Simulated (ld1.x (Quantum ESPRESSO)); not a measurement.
# gallium: one change to a TM potential, before and after

gallium, norm-conserving Troullier–Martins (Kleinman–Bylander form), made with ld1.x (Quantum ESPRESSO) 7.5 (LDA (PZ), scalar-relativistic). Core [Ar] 3d10, reference 4s2 4p0.5 (charge +0.5). Waves: 4s (bound): rc 1.70 bohr; 4d channel at 0.4 Ry: rc 1.75 bohr; 4p (bound): rc 1.60 bohr. Local part: the p channel. Core correction: Bessel-smoothed model core, default radius (core density twice the valence density).

All-electron outer shells of the reference configuration (LDA (PZ), scalar-relativistic, ld1.x):

| shell | level (eV) | outermost node (bohr) | outermost maximum (bohr) |
| --- | --- | --- | --- |
| 4s | -12.70 | 0.81 | 1.87 |
| 4p | -5.82 | 0.87 | 2.41 |

Change: all radii but the core radius scaled by about 1.14 (s 1.94, p 1.84, d 2.00 bohr).

Cutoffs: the cutoffs (Ry, on a coarse ladder) from which the occupation-weighted sum of valence levels, in a spherical-Bessel basis at the reference potential, stays within 10 and 1 mRy of its value at 400 Ry; they do not see the model core or the augmentation charge, which bear on the density cutoff. Errors are all-electron minus pseudo energies relative to the spin-unpolarised reference configuration.

Task: What does the change do?

Result: The potential gets softer (25 Ry and 40 Ry → 15 Ry and 35 Ry); both files keep a bound ghost (d, s); of the 9 tests that both files solve, the error grows in 2 and shrinks in 0 by more than 15 % and 0.3 meV (median size 4.8 → 5.2 meV). A larger radius leaves more room for a smooth pseudo-wave, so fewer plane waves are needed.

| quantity | base | changed |
| --- | --- | --- |
| cutoff, loose | 25 Ry | 15 Ry |
| cutoff, tight | 40 Ry | 35 Ry |
| loose cutoff by channel (10 mRy a level) | s 12 Ry, p 12 Ry | s 12 Ry, p 6 Ry |
| bound ghosts | s, d | s, d |
| error for 4s2 4p1, meV [ΔE -2.12 eV] | -1.3 | -1.5 |
| error for 4s2 4p0, meV [ΔE 3.77 eV] | -4.8 | -5.2 |
| error for 4s1 4p0, meV [ΔE 25.27 eV] | -152 | -160 |
| error for 4s2 4p1.3, meV [ΔE -2.70 eV] | -2.3 | -2.6 |
| error for 4s0 4p3, meV [ΔE 11.42 eV] | -41 | -53 |
| error for 4s1 4p2, meV [ΔE 4.49 eV] | -8.3 | -11 |
| error for 4s1 4p1, meV [ΔE 11.22 eV] | -33 | -37 |
| error for 4s2 4p0.5 (spin-polarised), meV [ΔE -0.04 eV] | -0.4 | -0.4 |
| error for 4s2 4p1 (spin-polarised), meV [ΔE -2.25 eV] | -2.3 | -2.4 |

 A true bound ghost makes a file unfit for plane-wave use even where its test errors are small: the radial tests pick states by their node count and pass the ghost by.
